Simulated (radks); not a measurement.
Initial-state core-level shifts of the molybdenum ion Mo2+ when its valence configuration changes from [Kr] 4d4. All-electron calculation, scalar-relativistic Kohn-Sham, PBEsol, spin-unpolarised, spherical densities, point nucleus. Program: a radial shooting solver on a logarithmic mesh with Libxc functionals. Shifts are changes of the shell-averaged eigenvalues in eV (positive: less bound).

valence,1s,3s,3p,4s
4d3 5p1,-5.464,-5.636,-5.635,-5.133
4d3.5 5s0.5,-2.097,-2.182,-2.183,-1.959
4d1 5s2 5p1,-15.097,-15.585,-15.584,-13.561
4d2 5s2,-8.947,-9.277,-9.278,-8.143
4d2 5s1 5p1,-10.106,-10.443,-10.442,-9.272
4d3.5 5p0.5,-2.689,-2.774,-2.774,-2.546
4d1.5 5s1 5p1.5,-13.125,-13.544,-13.542,-11.948
4d3 5s1,-4.291,-4.459,-4.460,-3.975
4d2.5 5p1.5,-8.316,-8.574,-8.573,-7.746
